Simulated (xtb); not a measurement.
H$_{9}$PSi$_{3}$, charge +1, doublet, from a rough starting geometry (a state made from the parent by changing its charge; the spin is typed, not shown lowest); GFN2-xTB in xtb.

The xtb input:
```
$ xtb mol.xyz --gfn 2 --chrg 1 --uhf 1 --opt vtight --json

# file mol.xyz
13

Si    -0.62807719     1.75257148    -0.68896630
P      0.23950252    -0.22986930    -0.99982315
Si     1.89846371    -0.21668707     0.51289466
Si    -1.24530099    -1.58688184     0.05137548
H      0.30078327     2.76201830    -1.12385930
H     -0.98727082     2.00534275     0.76665916
H     -1.91499571     1.79707401    -1.40709017
H      2.88677371     0.75944463     0.01368316
H      2.47117349    -1.57408597     0.49425134
H      1.52709092     0.14659902     1.82313943
H     -0.61572044    -2.90228576    -0.03725560
H     -2.43082692    -1.49860036    -0.81413292
H     -1.48898246    -1.23386888     1.33463891
```

### Question
Write the output that xtb gives for this input, abridged.

### Answer

```
   ID    Z sym.   atoms
    1   14 Si     1, 3, 4
    2   15 P      2
    3    1 H      5-13

           -------------------------------------------------
          |                Calculation Setup                |
           -------------------------------------------------

           -------------------------------------------------
          |                 G F N 2 - x T B                 |
           -------------------------------------------------

          ...................................................
          :                      SETUP                      :
          :.................................................:
          :  # basis functions                  49          :
          :  # atomic orbitals                  45          :
          :  # shells                           21          :
          :  # electrons                        25          :
          :  max. iterations                   250          :
          :  Hamiltonian                  GFN2-xTB          :
          :  restarted?                      false          :
          :  GBSA solvation                  false          :
          :  PC potential                    false          :
          :  electronic temp.          300.0000000     K    :
          :  accuracy                    1.0000000          :
          :  -> integral cutoff          0.2500000E+02      :
          :  -> integral neglect         0.1000000E-07      :
          :  -> SCF convergence          0.1000000E-05 Eh   :
          :  -> wf. convergence          0.1000000E-03 e    :
          :  Broyden damping             0.4000000          :
          :  net charge                          1          :
          :  unpaired electrons                  1          :
          ...................................................

 iter      E             dE          RMSdq      gap      omega  full diag
   1    -11.7837990 -0.117838E+02  0.882E+00    4.97       0.0  T
   2    -11.9590097 -0.175211E+00  0.448E+00    4.33       1.0  T
   3    -11.9617530 -0.274325E-02  0.246E+00    4.54       1.0  T
   4    -11.9621052 -0.352270E-03  0.967E-01    4.53       1.0  T
   5    -11.9620052  0.100061E-03  0.372E-01    4.55       1.0  T
   6    -11.9625557 -0.550552E-03  0.119E-01    4.49       1.0  T
   7    -11.9625632 -0.747802E-05  0.571E-02    4.50       1.0  T
   8    -11.9625659 -0.274114E-05  0.351E-02    4.50       1.0  T
   9    -11.9625674 -0.145777E-05  0.971E-03    4.50       2.9  T
  10    -11.9625675 -0.873973E-07  0.613E-03    4.50       4.5  T
  11    -11.9625676 -0.850489E-07  0.244E-03    4.50      11.4  T
  12    -11.9625676  0.186923E-08  0.153E-03    4.50      18.1  T
  13    -11.9625676 -0.657346E-08  0.682E-04    4.50      40.7  T
  14    -11.9625676 -0.358321E-09  0.184E-04    4.50     150.4  T

   *** convergence criteria satisfied after 14 iterations ***

         :::::::::::::::::::::::::::::::::::::::::::::::::::::
         ::                     SUMMARY                     ::
         :::::::::::::::::::::::::::::::::::::::::::::::::::::
         :: total energy             -11.841037781991 Eh    ::
         :: gradient norm              0.119593875245 Eh/a0 ::
         :: HOMO-LUMO gap              4.497061519331 eV    ::
         ::.................................................::
         :: SCC energy               -11.962541125635 Eh    ::
         :: -> isotropic ES            0.119404694278 Eh    ::
         :: -> anisotropic ES         -0.004368966923 Eh    ::
         :: -> anisotropic XC          0.001658906365 Eh    ::
         :: -> dispersion             -0.009751759813 Eh    ::
         :: repulsion energy           0.121503343644 Eh    ::
         :: add. restraining           0.000000000000 Eh    ::
         :: total charge               1.000000000398 e     ::
         :::::::::::::::::::::::::::::::::::::::::::::::::::::

      -----------------------------------------------------------
[...]
 * total energy  :   -11.8742238 Eh     change       -0.4980635E-04 Eh
 * total energy  :   -11.8742332 Eh     change       -0.9336465E-05 Eh
 * total energy  :   -11.8742529 Eh     change       -0.1978098E-04 Eh
 * total energy  :   -11.8742538 Eh     change       -0.8227802E-06 Eh
 * total energy  :   -11.8742570 Eh     change       -0.3205128E-05 Eh
 * total energy  :   -11.8742567 Eh     change        0.2542802E-06 Eh
 * total energy  :   -11.8742580 Eh     change       -0.1302456E-05 Eh
 * total energy  :   -11.8742585 Eh     change       -0.4457526E-06 Eh
 * total energy  :   -11.8742590 Eh     change       -0.5780921E-06 Eh
 * total energy  :   -11.8742596 Eh     change       -0.5187637E-06 Eh
 * total energy  :   -11.8742598 Eh     change       -0.2795115E-06 Eh
 * total energy  :   -11.8742599 Eh     change       -0.8264048E-07 Eh
   *** GEOMETRY OPTIMIZATION CONVERGED AFTER 38 ITERATIONS ***
         :: total energy             -11.874259925316 Eh    ::
[...]
        17                         -0.3546964              -9.6518
        18                         -0.3531616              -9.6100
        19                         -0.3482092              -9.4753
        20                         -0.3431607              -9.3379
        21                         -0.3424189              -9.3177
        22                         -0.3410073              -9.2793
        23                         -0.2886955              -7.8558
        24                         -0.2854855              -7.7685
       ...                                ...                  ...
        45                          1.0567773              28.7564
      -------------------------------------------------------------
                  HL-Gap            0.1206276 Eh            3.2824 eV
             Fermi-level           -0.4927419 Eh          -13.4082 eV

     #   Z          covCN         q      C6AA      α(0)
     1  14 Si       3.679     0.499    97.334    18.902
     2  15 P        2.765    -0.368   178.209    24.010
     3  14 Si       3.679     0.499    97.323    18.901
     4  14 Si       3.679     0.498    97.353    18.904
     5   1 H        0.919    -0.016     3.347     2.861
     6   1 H        0.919    -0.013     3.299     2.841
     7   1 H        0.919    -0.013     3.297     2.840
     8   1 H        0.919    -0.015     3.336     2.857
     9   1 H        0.919    -0.014     3.317     2.848
    10   1 H        0.919    -0.012     3.279     2.832
    11   1 H        0.919    -0.015     3.340     2.858
    12   1 H        0.919    -0.014     3.321     2.850
    13   1 H        0.919    -0.014     3.307     2.844

 Mol. C6AA /au·bohr⁶  :       3495.170081
 Mol. C8AA /au·bohr⁸  :     164549.916141
 Mol. α(0) /au        :        106.349397

Wiberg/Mayer (AO) data.
largest (>0.10) Wiberg bond orders for each atom

 ---------------------------------------------------------------------------
     #   Z sym  total        # sym  WBO       # sym  WBO       # sym  WBO
 ---------------------------------------------------------------------------
     1  14 Si   3.510 --     5 H    0.880     7 H    0.876     6 H    0.876
                             2 P    0.769
     2  15 P    2.738 --     4 Si   0.770     1 Si   0.769     3 Si   0.768
     3  14 Si   3.510 --     8 H    0.880     9 H    0.878    10 H    0.875
                             2 P    0.768
     4  14 Si   3.511 --    11 H    0.880    12 H    0.879    13 H    0.875
                             2 P    0.770
     5   1 H    0.999 --     1 Si   0.880
     6   1 H    0.999 --     1 Si   0.876
     7   1 H    0.999 --     1 Si   0.876
     8   1 H    0.999 --     3 Si   0.880
     9   1 H    0.999 --     3 Si   0.878
    10   1 H    0.999 --     3 Si   0.875
    11   1 H    0.999 --     4 Si   0.880
    12   1 H    0.999 --     4 Si   0.879
    13   1 H    0.999 --     4 Si   0.875
 ---------------------------------------------------------------------------

Topologies differ in total number of bonds
Writing topology from bond orders to xtbtopo.mol

molecular dipole:
                 x           y           z       tot (Debye)
 q only:        0.003       0.008       0.002
   full:       -0.002       0.006       0.004       0.019
molecular quadrupole (traceless):
                xx          xy          yy          xz          yz          zz
 q only:        6.428      -0.025       0.639       0.330      -8.604      -7.066
  q+dip:        5.269      -0.067       0.485       0.303      -6.997      -5.754
   full:        5.800      -0.026       0.591       0.296      -7.753      -6.391

optimized geometry written to: xtbopt.xyz

           -------------------------------------------------
          | TOTAL ENERGY              -11.874259925316 Eh   |
          | GRADIENT NORM               0.000077126881 Eh/α |
          | HOMO-LUMO GAP               3.282444671872 eV   |
           -------------------------------------------------
```
